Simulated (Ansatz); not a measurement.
Geometry optimisation of the cluster Al2Cu8.

```yaml
crystal:
  periodic: [false, false, false]
  atoms:
    - {symbol: Al, position_ang: [2.683200, 0.908410, 0.355840]}
    - {symbol: Al, position_ang: [2.362500, -1.594400, 0.315110]}
    - {symbol: Cu, position_ang: [-0.421620, -1.273850, 0.257160]}
    - {symbol: Cu, position_ang: [-1.861840, 0.229140, -1.164410]}
    - {symbol: Cu, position_ang: [-0.093860, 1.349960, 0.240810]}
    - {symbol: Cu, position_ang: [2.819980, -0.347430, -2.100650]}
    - {symbol: Cu, position_ang: [-2.710210, -0.887400, 0.838330]}
    - {symbol: Cu, position_ang: [0.514880, -0.063230, -1.741410]}
    - {symbol: Cu, position_ang: [-0.886900, 0.130880, 2.177720]}
    - {symbol: Cu, position_ang: [-2.406120, 1.547910, 0.821510]}
basis:
  gaussian: {orbitals: def2-SVP}
hamiltonian: {xc: pbe, dispersion: d4}
scf: {lower_state_search: "off"}
output: {orbitals: {seedname: orbitals}}
relax: {f_tol: 0.03, max_steps: 70}
```

```sh
$ ansatz run in.yaml --threads 6 --pin off --events-out ev --progress --plain --max-ram 7833MiB
```

Shortened log:

```
Functional definition: PBE
mean field -370211.21901952 eV, -13605.0113607903 hartree, gradient 3.0e-6 eV, S^2 0.000000; 0 other end points of the search recorded, 0 dependent functions left out
relax step   1: F+E_penalty+E_count = -370212.21366303 eV  Δ(F+E_penalty+E_count) = +0.000e0 eV  max|allowed force component| = 8.461e-1 eV/Å  Δτ_max = 0.0000 Å  (61 SCF iters, accepted)
mean field -370211.84247577 eV, -13605.0342723847 hartree, gradient 2.5e-6 eV, S^2 0.000000; 0 other end points of the search recorded, 0 dependent functions left out
relax step   2: F+E_penalty+E_count = -370212.81414191 eV  Δ(F+E_penalty+E_count) = -6.005e-1 eV  max|allowed force component| = 7.771e-1 eV/Å  Δτ_max = 0.1976 Å  (36 SCF iters, accepted)
mean field -370212.09451862 eV, -13605.0435347888 hartree, gradient 1.7e-6 eV, S^2 0.000000; 0 other end points of the search recorded, 0 dependent functions left out
relax step   3: F+E_penalty+E_count = -370213.08534130 eV  Δ(F+E_penalty+E_count) = -2.712e-1 eV  max|allowed force component| = 4.532e-1 eV/Å  Δτ_max = 0.1951 Å  (36 SCF iters, accepted)
mean field -370212.19192408 eV, -13605.0471143734 hartree, gradient 1.5e-6 eV, S^2 0.000000; 0 other end points of the search recorded, 0 dependent functions left out
relax step   4: F+E_penalty+E_count = -370213.17510515 eV  Δ(F+E_penalty+E_count) = -8.976e-2 eV  max|allowed force component| = 1.672e-1 eV/Å  Δτ_max = 0.2000 Å  (39 SCF iters, accepted)
mean field -370212.27066044 eV, -13605.0500078813 hartree, gradient 2.0e-6 eV, S^2 0.000000; 0 other end points of the search recorded, 0 dependent functions left out
relax step   5: F+E_penalty+E_count = -370213.25357749 eV  Δ(F+E_penalty+E_count) = -7.847e-2 eV  max|allowed force component| = 3.233e-1 eV/Å  Δτ_max = 0.2000 Å  (36 SCF iters, accepted)
mean field -370212.38527445 eV, -13605.0542198686 hartree, gradient 2.0e-6 eV, S^2 0.000000; 0 other end points of the search recorded, 0 dependent functions left out
relax step   6: F+E_penalty+E_count = -370213.37156373 eV  Δ(F+E_penalty+E_count) = -1.180e-1 eV  max|allowed force component| = 3.156e-1 eV/Å  Δτ_max = 0.1930 Å  (37 SCF iters, accepted)
mean field -370212.48776330 eV, -13605.0579862643 hartree, gradient 1.9e-6 eV, S^2 0.000000; 0 other end points of the search recorded, 0 dependent functions left out
relax step   7: F+E_penalty+E_count = -370213.48001483 eV  Δ(F+E_penalty+E_count) = -1.085e-1 eV  max|allowed force component| = 1.614e-1 eV/Å  Δτ_max = 0.1977 Å  (36 SCF iters, accepted)
mean field -370212.57710680 eV, -13605.0612695773 hartree, gradient 2.2e-6 eV, S^2 0.000000; 0 other end points of the search recorded, 0 dependent functions left out
relax step   8: F+E_penalty+E_count = -370213.57566431 eV  Δ(F+E_penalty+E_count) = -9.565e-2 eV  max|allowed force component| = 2.606e-1 eV/Å  Δτ_max = 0.2000 Å  (35 SCF iters, accepted)
mean field -370212.68472861 eV, -13605.0652246061 hartree, gradient 1.4e-6 eV, S^2 0.000000; 0 other end points of the search recorded, 0 dependent functions left out
relax step   9: F+E_penalty+E_count = -370213.69380517 eV  Δ(F+E_penalty+E_count) = -1.181e-1 eV  max|allowed force component| = 2.007e-1 eV/Å  Δτ_max = 0.1961 Å  (38 SCF iters, accepted)
mean field -370212.74694361 eV, -13605.0675109650 hartree, gradient 2.6e-6 eV, S^2 0.000000; 0 other end points of the search recorded, 0 dependent functions left out
relax step  10: F+E_penalty+E_count = -370213.76456241 eV  Δ(F+E_penalty+E_count) = -7.076e-2 eV  max|allowed force component| = 1.222e-1 eV/Å  Δτ_max = 0.1949 Å  (34 SCF iters, accepted)
mean field -370212.77743218 eV, -13605.0686313991 hartree, gradient 1.9e-6 eV, S^2 0.000000; 0 other end points of the search recorded, 0 dependent functions left out
relax step  11: F+E_penalty+E_count = -370213.80362998 eV  Δ(F+E_penalty+E_count) = -3.907e-2 eV  max|allowed force component| = 2.130e-1 eV/Å  Δτ_max = 0.1996 Å  (34 SCF iters, accepted)
mean field -370212.83084582 eV, -13605.0705943145 hartree, gradient 1.5e-6 eV, S^2 0.000000; 0 other end points of the search recorded, 0 dependent functions left out
relax step  12: F+E_penalty+E_count = -370213.86051919 eV  Δ(F+E_penalty+E_count) = -5.689e-2 eV  max|allowed force component| = 1.446e-1 eV/Å  Δτ_max = 0.1956 Å  (35 SCF iters, accepted)
mean field -370212.86944369 eV, -13605.0720127597 hartree, gradient 2.9e-6 eV, S^2 0.000000; 0 other end points of the search recorded, 0 dependent functions left out
relax step  13: F+E_penalty+E_count = -370213.90858425 eV  Δ(F+E_penalty+E_count) = -4.807e-2 eV  max|allowed force component| = 1.041e-1 eV/Å  Δτ_max = 0.1950 Å  (34 SCF iters, accepted)
mean field -370212.86095820 eV, -13605.0717009238 hartree, gradient 1.7e-6 eV, S^2 0.000000; 0 other end points of the search recorded, 0 dependent functions left out
relax step  14: F+E_penalty+E_count = -370213.89994064 eV  Δ(F+E_penalty+E_count) = +8.644e-3 eV  max|allowed force component| = 2.717e-1 eV/Å  Δτ_max = 0.1950 Å  (36 SCF iters, rejected (line search))
mean field -370212.88056191 eV, -13605.0724213469 hartree, gradient 1.7e-6 eV, S^2 0.000000; 0 other end points of the search recorded, 0 dependent functions left out
relax step  15: F+E_penalty+E_count = -370213.91981765 eV  Δ(F+E_penalty+E_count) = -1.123e-2 eV  max|allowed force component| = 1.479e-1 eV/Å  Δτ_max = 0.0706 Å  (32 SCF iters, accepted)
mean field -370212.88870469 eV, -13605.0727205884 hartree, gradient 2.9e-6 eV, S^2 0.000000; 0 other end points of the search recorded, 0 dependent functions left out
relax step  16: F+E_penalty+E_count = -370213.92728623 eV  Δ(F+E_penalty+E_count) = -7.469e-3 eV  max|allowed force component| = 3.604e-2 eV/Å  Δτ_max = 0.0516 Å  (27 SCF iters, accepted)
mean field -370212.88933277 eV, -13605.0727436701 hartree, gradient 2.8e-6 eV, S^2 0.000000; 0 other end points of the search recorded, 0 dependent functions left out
relax step  17: F+E_penalty+E_count = -370213.92759397 eV  Δ(F+E_penalty+E_count) = -3.077e-4 eV  max|allowed force component| = 1.586e-2 eV/Å  Δτ_max = 0.0085 Å  (29 SCF iters, accepted)
Total energy: -370213.92764501 eV, -13605.1109009411 hartree
Atom 0 at     1.701232    -0.017756     1.011422 Å, force    -0.000342    -0.002480    -0.007836 eV/Å
Atom 1 at     2.318320    -1.749509    -0.818681 Å, force    -0.002320     0.001342     0.002003 eV/Å
Atom 2 at    -0.291162    -1.386269     0.374564 Å, force     0.003501     0.011731    -0.004054 eV/Å
Atom 3 at    -1.778090    -0.008932    -0.969176 Å, force     0.001529    -0.010660    -0.009133 eV/Å
Atom 4 at     0.118692     1.390365    -0.327436 Å, force     0.005442    -0.001170    -0.000240 eV/Å
Atom 5 at     2.483509     0.661057    -1.163983 Å, force    -0.003669    -0.002058     0.005563 eV/Å
Atom 6 at    -2.455679    -0.668479     1.252130 Å, force    -0.006965    -0.005372    -0.000713 eV/Å
Atom 7 at     0.472893    -0.499278    -1.812969 Å, force    -0.002159     0.000461     0.012290 eV/Å
Atom 8 at    -0.492139     0.530503     1.883554 Å, force     0.015860    -0.003828    -0.001859 eV/Å
Atom 9 at    -2.077566     1.748289     0.570583 Å, force    -0.010877     0.012035     0.003979 eV/Å
Dipole moment:    -0.025450     0.161018    -0.095547 e Å
Checks for a lower state left out: stability, starts, cluster_reference, orbital_swaps, neighbouring_geometries, increment
```

Run time 3.6 min (6 threads of Intel Xeon on a shared host), peak host memory 0.94 GiB.

The restricted singlet is unstable towards broken spin symmetry in Hartree–Fock (as tested in another run); at PBE-D4/def2-SVP this wasn't settled. Another isomer (singlet) lies 0.50 eV lower at PBE0-D4/def2-SVP; other spin states weren't run for this one.
